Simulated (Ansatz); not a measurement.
Geometry optimisation, RKS B3LYP-D4/6-31G* in Ansatz 0.2.0.

Input file:

```yaml
crystal:
  periodic: [false, false, false]
  atoms:
    - { symbol: Al, position_ang: [-0.9947, -0.6458, 0.3553] }
    - { symbol: O, position_ang: [0.9854, -0.6117, 1.2652] }
    - { symbol: C, position_ang: [-0.6628, -0.7126, -1.5907] }
    - { symbol: Cl, position_ang: [-2.2286, -1.5407, 1.6738] }
    - { symbol: Al, position_ang: [1.0008, 1.4847, 0.68] }
    - { symbol: H, position_ang: [-0.9971, 1.3327, 0.6733] }
    - { symbol: H, position_ang: [1.5404, 1.6408, -0.7543] }
    - { symbol: H, position_ang: [1.5747, 2.2969, 1.8556] }
    - { symbol: H, position_ang: [1.4989, -1.2026, 1.8034] }
    - { symbol: H, position_ang: [0.1195, -1.4121, -1.8944] }
    - { symbol: H, position_ang: [-1.5354, -0.9185, -2.2135] }
    - { symbol: H, position_ang: [-0.3012, 0.2891, -1.8537] }
basis:
  gaussian: { orbitals: "6-31G*" }
hamiltonian:
  xc: b3lyp
  dispersion: d4
relax:
  f_tol: 0.15
  max_steps: 25
  restrain:
    - { distance: [0, 5], at: 2.82, k: 30.0 }
    - { distance: [4, 1], at: 3.17, k: 30.0 }
    - { distance: [0, 1], at: 1.87, k: 30.0 }
    - { distance: [4, 5], at: 1.52, k: 30.0 }
output:
  orbitals: {}
```

Run as:

```bash
$ ansatz run input.yaml --threads 2 --pin off --max-ram 3072MiB --backend cpu --events-out ev --progress --plain --runs-dir out
```

**Question.** Where does it end, and by what steps?

**Answer.** The forces met the threshold. The restraints hold the end off the free minimum. After 9 steps the energy has fallen by 0.147 eV (the restraints' own energy left out); H7 moved furthest, 0.70 Å. Joined: Al5–H6 (2.00 → 1.55 Å).

```json
{"step": "0", "energy less start (eV)": "0.0000", "largest force component (eV/Å)": "3.398", "accepted": "yes"}
{"step": "1", "energy less start (eV)": "0.2732", "largest force component (eV/Å)": "3.808", "accepted": "yes"}
{"step": "2", "energy less start (eV)": "0.2854", "largest force component (eV/Å)": "3.565", "accepted": "yes"}
{"step": "3", "energy less start (eV)": "0.2271", "largest force component (eV/Å)": "2.085", "accepted": "yes"}
{"step": "4", "energy less start (eV)": "0.0902", "largest force component (eV/Å)": "1.775", "accepted": "yes"}
{"step": "5", "energy less start (eV)": "-0.0041", "largest force component (eV/Å)": "1.808", "accepted": "yes"}
{"step": "6", "energy less start (eV)": "-0.0493", "largest force component (eV/Å)": "1.797", "accepted": "yes"}
{"step": "7", "energy less start (eV)": "-0.1257", "largest force component (eV/Å)": "1.526", "accepted": "yes"}
{"step": "8", "energy less start (eV)": "-0.1448", "largest force component (eV/Å)": "1.437", "accepted": "yes"}
{"step": "9", "energy less start (eV)": "-0.1474", "largest force component (eV/Å)": "1.552", "accepted": "yes"}
```

```xyz
12
Properties=species:S:1:pos:R:3
Al -0.637 -1.087 0.287
O 1.023 -1.056 1.020
C -0.780 -0.934 -1.644
Cl -2.248 -1.507 1.598
Al 1.011 2.084 0.722
H -0.483 1.709 0.580
H 1.867 2.243 -0.602
H 1.577 2.449 2.157
H 1.067 -1.214 1.975
H 0.017 -1.505 -2.133
H -1.745 -1.295 -2.013
H -0.668 0.113 -1.948
```

Time of the run: 26 s on 2 threads of AMD EPYC 9R14 (Zen 4) (shared host), peak memory 0.25 GiB.
